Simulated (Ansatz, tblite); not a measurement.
Spin states of the cluster Te₂As⁺, each relaxed with PBE0-D4/def2-TZVP in Ansatz. Electronic energies in the gas phase.

In the def2 sets Te takes a core potential; there is no spin–orbit coupling. The xTB rows come from tblite. B3LYP takes the VWN-RPA correlation. HSE06 is defined as in plane-wave codes, on full-range PBE exchange. Correlated methods freeze 17 core orbitals; core or outer-core shells of As, Te are correlated, in sets that lack core-valence functions. The structure comes from a short search, and lower isomers may exist.

Singlet geometry (C2v within 0.1 Å):

Cartesian coordinates in Å:
```
As 0.677 0.641 0.961
Te -0.523 0.908 -1.169
Te -0.154 -1.549 0.208
```

Triplet geometry (C2v within 0.1 Å):

```xyz
3

As    1.1593   -0.8415    0.3496
Te   -0.2677    1.2567    0.8027
Te   -0.8916   -0.4153   -1.1524
```

Quintet geometry (C2v within 0.1 Å):

```xyz
3

As   -0.045   -0.937    0.676
Te   -1.108   -0.339   -1.533
Te    1.153    1.276    0.858
```

⟨S²⟩: triplet 2.01 at PBE0-D4/def2-TZVP (pure 2.00), quintet 6.02 at PBE0-D4/def2-TZVP (pure 6.00).

Run but left out: HF/STO-3G (singlet: restricted singlet, unstable in another Hartree–Fock run and untested here); HF/def2-TZVP, r2SCAN-D4/def2-TZVP, B2PLYP/def2-TZVP, PBE-QIDH/def2-TZVP (singlet: restricted singlet, unstable towards broken spin symmetry).

Only these spin states were relaxed. The quintet has other bonds than the singlet, so the gap mixes isomer and spin.

Problem. Estimate which spin state lies lowest at each of these levels, and by how much: GFN1-xTB; GFN2-xTB; PBE-D4/def2-TZVP; B3LYP-D4/def2-TZVP; PBE0-D4/def2-TZVP; HSE06-D4/def2-TZVP; ωB97M-V/def2-TZVP; RPA@PBE/def2-TZVP; MP2/def2-TZVP.

Solution. 
| level | triplet − singlet (kcal/mol) | quintet − singlet (kcal/mol) | lowest of these | remarks |
| --- | --- | --- | --- | --- |
| GFN1-xTB | 25.3 | 82.4 | singlet | – |
| GFN2-xTB | 18.0 | 76.7 | singlet | – |
| PBE-D4/def2-TZVP | 3.6 | 44.3 | singlet | – |
| B3LYP-D4/def2-TZVP | 1.8 | 40.3 | singlet | – |
| PBE0-D4/def2-TZVP | -0.6 | 39.7 | triplet | – |
| HSE06-D4/def2-TZVP | -0.5 | 39.4 | triplet | – |
| ωB97M-V/def2-TZVP | -0.7 | 39.4 | triplet | – |
| RPA@PBE/def2-TZVP | 5.7 | 43.4 | singlet | – |
| MP2/def2-TZVP | 4.1 | 49.0 | singlet | restricted SCF unstable (singlet) |

Change of the quintet − singlet gap on mixing in exact exchange, in kcal/mol: PBE to PBE0 (25 % exact exchange) -4.6. The xTB methods have no term that favours high spin, so they put low spin too low.
